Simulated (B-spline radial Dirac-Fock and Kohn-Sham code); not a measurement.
## Successive ionisation energies of praseodymium: Dirac-Fock against NIST

Model: Dirac-Fock energy differences between relaxed states, corrected for Breit and QED terms. Program: an atomic code on a B-spline grid. Each value is the difference of the configuration-average energies of two neighbouring ions in their tabulated ground configurations. No correlation. NIST's values refer to the lowest levels; many for high charge states are themselves semi-empirical or theoretical. Where a p, d or f shell is open in either ion the computed value averages over both j values and all terms, while the table refers to the lowest levels; that difference holds spin-orbit splitting (largest in heavy or highly charged ions), term energies where several electrons share open shells, and correlation, and it can reach 10 % or more.

| ion | configuration | computed (eV) | NIST (eV) | kind | NIST − computed (eV) |
| --- | --- | --- | --- | --- | --- |
| Pr¹⁰⁺ | [Kr] 4d10 5s2 5p1 | 158.5 | 162 ± 2.4 | theoretical | +3.46 |
| Pr¹¹⁺ | [Kr] 4d10 5s2 | 196.3 | 196 ± 2.5 | theoretical | -0.29 |
| Pr¹²⁺ | [Kr] 4d10 5s1 | 215.0 | 217.02 ± 0.12 | semi-empirical | +2.01 |
| Pr¹³⁺ | [Kr] 4d10 | 350.8 | 350 ± 3 | theoretical | -0.83 |
| Pr¹⁴⁺ | [Kr] 4d9 | 382.4 | 378 ± 3 | theoretical | -4.42 |
| Pr¹⁵⁺ | [Kr] 4d8 | 414.7 | 412 ± 3 | theoretical | -2.73 |
| Pr¹⁶⁺ | [Kr] 4d7 | 447.7 | 445 ± 3 | theoretical | -2.73 |
| Pr¹⁷⁺ | [Kr] 4d6 | 481.4 | 478 ± 3 | theoretical | -3.41 |
| Pr¹⁸⁺ | [Kr] 4d5 | 515.8 | 516 ± 3 | theoretical | +0.22 |
| Pr¹⁹⁺ | [Kr] 4d4 | 550.8 | 554 ± 4 | theoretical | +3.18 |
| Pr²⁰⁺ | [Kr] 4d3 | 586.5 | 590 ± 4 | theoretical | +3.47 |
| Pr²¹⁺ | [Kr] 4d2 | 622.9 | 627 ± 4 | theoretical | +4.10 |
| Pr²²⁺ | [Kr] 4d1 | 659.9 | 663 ± 4 | theoretical | +3.07 |
| Pr²³⁺ | [Ar] 3d10 4s2 4p6 | 811.6 | 803 ± 4 | theoretical | -8.56 |

Question: Where in this range is the largest relative jump, and why?

Answer: From Pr¹²⁺ (215.0 eV) to Pr¹³⁺ (350.8 eV), a factor of 1.63. The configuration goes from [Kr] 4d10 5s1 to [Kr] 4d10, so the next electron comes out of a deeper subshell.
